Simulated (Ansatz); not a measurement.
Li₃H₃S₃⁺, that is (LiSH)3 ring with one electron fewer. Charge 1, multiplicity 2. Geometry r2SCAN-D4/def2-SVP, that of the neutral singlet; atoms count from 1.

Cartesian coordinates in Å:
```
Li -0.996 1.673 -0.306
S -2.568 0.011 0.092
Li -0.998 -1.700 0.162
S 1.260 -2.241 0.060
Li 1.943 -0.057 -0.335
S 1.260 2.149 -0.571
H -2.692 0.195 1.426
H 1.497 -2.263 1.392
H 1.295 2.234 -1.920
```

Problem. Estimate the Mulliken populations from the PBE0/def2-TZVP orbitals of Ansatz.

Solution. 
| atom | charge (e) | spin (α − β) |
| --- | --- | --- |
| Li1 | 0.74 | 0.01 |
| S2 | -0.64 | 0.31 |
| Li3 | 0.72 | -0.03 |
| S4 | -0.56 | 0.45 |
| Li5 | 0.72 | -0.02 |
| S6 | -0.65 | 0.30 |
| H7 | 0.22 | -0.01 |
| H8 | 0.23 | -0.01 |
| H9 | 0.22 | -0.01 |
Mulliken values and Mayer orders depend strongly on the basis.

Problem. Where does the spin sit?

Solution. Summed by element: Li -0.04, S 1.06, H -0.02, of 1 unpaired in all. Largest on single atoms: S4 0.45, S2 0.31, S6 0.30.
